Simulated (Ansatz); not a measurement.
Al(PF3)H3 (AlPH₃F₃), relaxed as a singlet with RKS B3LYP-D4/def2-SVP in Ansatz, starting from the GFN2-xTB geometry. Force threshold 0.02 eV/Å.

Another isomer (singlet) lies 4.31 eV lower at PBE0-D4/def2-TZVP; other spin states weren't run for this one.

Start:

```xyz
8

Al    0.826    0.665    1.129
F     0.087   -1.507   -1.724
F    -1.199    0.432   -1.862
F    -1.805   -1.262   -0.381
P    -0.508   -0.428   -0.728
H    -0.377    1.566    1.556
H     1.904    1.226    0.149
H     1.073   -0.692    1.862
```

| step | energy (eV) | largest force component (eV/Å) | SCF passes |
| --- | --- | --- | --- |
| 1 | -24076.4512 | 1.677 | 21 |
| 2 | -24076.5643 | 0.849 | 26 |
| 3 | -24076.5686 | 0.474 | 24 |
| 4 | -24076.5831 | 0.136 | 23 |
| 5 | -24076.5877 | 0.099 | 24 |
| 6 | -24076.5887 | 0.009 | 25 |

Force components are those of the run's own axes.

End:

```xyz
8

Al    0.814    0.651    1.106
F     0.158   -1.516   -1.684
F    -1.179    0.490   -1.866
F    -1.837   -1.264   -0.338
P    -0.547   -0.445   -0.755
H    -0.402    1.570    1.563
H     1.912    1.238    0.116
H     1.083   -0.724    1.858
```

By distances, no bond broke or formed. The bond that changes most is Al1–H7, from 1.56 to 1.59 Å (atoms count from 1).

No frequencies were taken in this run, so the end may be a saddle point.

Hardware: 2 threads of Intel Xeon Platinum 8375C on a shared host. Wall time 11 s.
